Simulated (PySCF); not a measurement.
Compound: C₅H₇F₃.
SMILES with atom numbers: `[F:1][C@@H:2]1[CH2:3][CH2:4][CH2:5][C:6]1([F:7])[F:8]` (hydrogens: H9 on C2; H10, H11 on C3; H12, H13 on C4; H14, H15 on C5)

All values: PBE0/pcSseg-1 and wB97X-D/def2-SVPD (PySCF, non-relativistic), on one gas-phase PBE0-D3(BJ)/def2-SVP geometry that isn't relaxed in the solvent. The solvent is an IEF-PCM continuum (cavity from Bondi-type radii × 1.2). Specific hydrogen bonds and non-electrostatic terms are outside this model.

Gas phase at PBE0/pcSseg-1: HOMO -8.98 eV, LUMO 1.27 eV, dipole 2.37 D.

Q: What does the continuum do to the energy, the frontier levels and the dipole at PBE0/pcSseg-1 in tetrahydrofuran and methanol?

A: 
```json
{"solvent": "tetrahydrofuran", "ε": "7.426", "E(solvent) − E(gas) (kcal/mol)": "-3.29", "polarisation term (kcal/mol)": "-3.60", "distortion of the solute (kcal/mol)": "0.31", "HOMO (eV)": "-8.91", "LUMO (eV)": "1.55", "dipole (D)": "2.79"}
{"solvent": "methanol", "ε": "32.61", "E(solvent) − E(gas) (kcal/mol)": "-3.87", "polarisation term (kcal/mol)": "-4.31", "distortion of the solute (kcal/mol)": "0.44", "HOMO (eV)": "-8.91", "LUMO (eV)": "1.60", "dipole (D)": "2.87"}
```

The first energy column is the sum of the next two and covers electrostatics alone. From tetrahydrofuran to methanol the lowering changes by a factor 1.18, Onsager's factor (ε − 1)/(2ε + 1) by 1.18 and ε itself by 4.4.

Q: Which radius a makes the point-dipole formula ΔE = −[(ε − 1)/(2ε + 1)]·μ²/a³ give the value in methanol, with the gas-phase dipole?

A: μ = 0.933 au and |ΔE| = 0.00617 Eh give a = 2.15 Å; the farthest nucleus lies 2.46 Å from the centroid of the nuclei, so such a sphere wouldn't even hold the nuclei. The formula assumes a rigid point dipole at the centre of a sphere.

Q: Which Mulliken charges (PBE0/pcSseg-1) respond most in methanol (means over atoms taken as equivalent)?

A: 
```csv
atoms,environment,gas (e),solvent (e),change
F1,alkyl fluorine,-0.327,-0.345,-0.018
H9,methine hydrogen,+0.123,+0.140,+0.017
F7,fluorine of a CF2 group,-0.284,-0.299,-0.015
C6,CF2 carbon,+0.455,+0.441,-0.014
H12,methylene hydrogen,+0.134,+0.144,+0.010
H10,methylene hydrogen,+0.140,+0.148,+0.008
```

Q: Which Mayer bond orders change most in methanol?

A: 
| bond | length (Å) | gas | solvent | change |
| --- | --- | --- | --- | --- |
| F1–C2 | 1.374 | 0.886 | 0.866 | -0.020 |
| C6–F7 | 1.344 | 0.961 | 0.945 | -0.016 |
| C5–C6 | 1.521 | 0.995 | 1.001 | +0.006 |
| C6–F8 | 1.363 | 0.908 | 0.903 | -0.005 |
| C6–C2 | 1.527 | 0.971 | 0.976 | +0.005 |
| C2–C3 | 1.513 | 0.998 | 1.002 | +0.004 |
| C2–H9 | 1.101 | 0.946 | 0.942 | -0.004 |
| C5–H14 | 1.099 | 0.935 | 0.931 | -0.004 |

Gas phase at wB97X-D/def2-SVPD: HOMO -11.04 eV, LUMO 2.29 eV, dipole 2.55 D.

Q: What does the continuum do to the energy, the frontier levels and the dipole at wB97X-D/def2-SVPD in methanol?

A: 
```
 solvent      ε  E(solvent) − E(gas) (kcal/mol)  polarisation term (kcal/mol)  distortion of the solute (kcal/mol)  HOMO (eV)  LUMO (eV)  dipole (D)
methanol  32.61                           -4.21                         -4.79                                 0.58     -10.96       2.49        3.17
```

The atom shares or the degeneracy of the LUMO differ from the gas phase in methanol, so that column needn't follow one orbital.

Q: How does the static polarisability (wB97X-D/def2-SVPD, frozen core, with the continuum's full static response) change?

A: 
```
  medium  isotropic (au)  principal values (au)  ⟨r²⟩ of the electrons (bohr²)
     gas            58.3       54.9, 59.4, 60.6                          800.0
methanol            75.9       73.4, 76.9, 77.5                          799.7
```

The isotropic value in methanol is 1.30 times the gas-phase one; no cavity-field correction is applied. ⟨r²⟩ is taken about the centre of nuclear charge.

The run took 62 s wall on one thread of an Intel Xeon at 2.50 GHz (shared host), and the process peaked at 0.91 GiB of memory. This is the whole shielding run at PBE0/pcSseg-1 in methanol, SCF included.

The pairwise dispersion term of wB97X-D wasn't added to the energies; at a given geometry it leaves orbitals and properties as they are.
